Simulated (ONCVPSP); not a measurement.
**Scattering properties, ONCV potential for Nb (Z = 41)**

Nb, optimised norm-conserving Vanderbilt (ONCV), made with ONCVPSP 4.0.1 (LDA (Perdew-Wang 92), scalar-relativistic). Core [Kr], reference 4d4 5s1. Waves: 5s: rc 2.45 bohr, ncon 3, nbas 7, qcut 2.1 1/bohr, 2 projectors, debl 1.5 Ha; p scattering state at 0.02 Ha: rc 2.60 bohr, ncon 4, nbas 9, qcut 2.8 1/bohr, 3 projectors, debl 2.1 Ha; 4d: rc 1.70 bohr, ncon 4, nbas 7, qcut 4.9 1/bohr, 2 projectors, debl 2.6 Ha; f scattering state at 0.31 Ha: rc 2.15 bohr, ncon 4, nbas 7, qcut 5.6 1/bohr, 2 projectors, debl 3.7 Ha. Local part: polynomial inside 1.60 bohr (lpopt 5, dvloc0 4 Ha). Core correction: Teter function, fcfact 5.25, rcfact 1.7.

The phase is arctan(r·R′/R) of the radial function R(r), unwrapped; energies in Ha, scanned from -2 to 5 Ha. A pole is an energy at which the radial function vanishes at the test radius. The pseudo phase is shifted by a multiple of π to meet the all-electron one at the reference energy, and phase errors are pseudo minus all-electron; the curves can meet again beyond the range given. Levels narrower than the energy grid can be missing from the lists of poles.

Question: For each channel, where are the poles, and over which energies does the pseudopotential scatter like the atom?

Answer:

```json
{"channel": "s", "radius (bohr)": "2.49", "reference energy (Ha)": "-0.15", "poles, all-electron": "1.80", "poles, pseudo": "1.81", "unbroken range about the reference energy with phases within 0.05 rad": "-1.7 to 1.0", "phase error 1 Ha above the reference energy (rad)": "-0.006"}
{"channel": "p", "radius (bohr)": "2.65", "reference energy (Ha)": "0.02", "poles, all-electron": "-1.21, 2.00", "poles, pseudo": "-0.96, 2.00", "unbroken range about the reference energy with phases within 0.05 rad": "above -0.8", "phase error 1 Ha above the reference energy (rad)": "+0.001"}
{"channel": "d", "radius (bohr)": "1.73", "reference energy (Ha)": "-0.12", "poles, all-electron": "1.49", "poles, pseudo": "1.49", "unbroken range about the reference energy with phases within 0.05 rad": "the whole range", "phase error 1 Ha above the reference energy (rad)": "-0.000"}
{"channel": "f", "radius (bohr)": "2.18", "reference energy (Ha)": "0.31", "poles, all-electron": "2.16", "poles, pseudo": "2.17", "unbroken range about the reference energy with phases within 0.05 rad": "the whole range", "phase error 1 Ha above the reference energy (rad)": "+0.003"}
```

Note: ghosts flagged at negative energy: p at -27.1 eV; GHOST(+) flagged for s at 29.2 eV. A true bound ghost makes a file unfit for plane-wave use.

Phases in the s channel:

| E (Ha) | all-electron | pseudo |
| --- | --- | --- |
| -1.98 | 1.408 | 1.294 |
| -1.62 | 1.292 | 1.249 |
| -1.26 | 1.204 | 1.178 |
| -0.90 | 1.067 | 1.050 |
| -0.54 | 0.770 | 0.761 |
| -0.18 | -0.020 | -0.020 |
| 0.18 | -0.904 | -0.909 |
| 0.54 | -1.250 | -1.257 |
| 0.90 | -1.401 | -1.408 |
| 1.26 | -1.487 | -1.486 |
| 1.62 | -1.546 | -1.545 |
| 1.98 | -1.595 | -1.591 |
| 2.34 | -1.642 | -1.635 |
| 2.70 | -1.696 | -1.686 |
| 3.06 | -1.770 | -1.762 |
| 3.42 | -1.906 | -1.936 |
| 3.78 | -2.281 | -2.954 |
| 4.14 | -3.541 | -4.362 |
| 4.50 | -4.257 | -4.578 |
| 4.86 | -4.457 | -4.661 |
